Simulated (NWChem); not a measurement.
C3H5NSSi; SMILES [SiH3]c1nccs1

Computed with NWChem. Pople sets run with spherical d functions. Geometry: optimised at PBE0/def2-SVP. Static field.

```csv
level,basis functions,isotropic polarisability (bohr³),anisotropy (bohr³)
Hartree-Fock/6-31G*,102,67.2,39.9
Hartree-Fock/6-31+G*,126,76.2,34.3
Hartree-Fock/def2-SVP,117,69.6,38.1
Hartree-Fock/def2-SVPD,171,?,?
```

### Question
What belongs in the gaps?

### Answer

- Hartree-Fock/def2-SVPD, isotropic polarisability (bohr³): 81.9
- Hartree-Fock/def2-SVPD, anisotropy (bohr³): 37.5
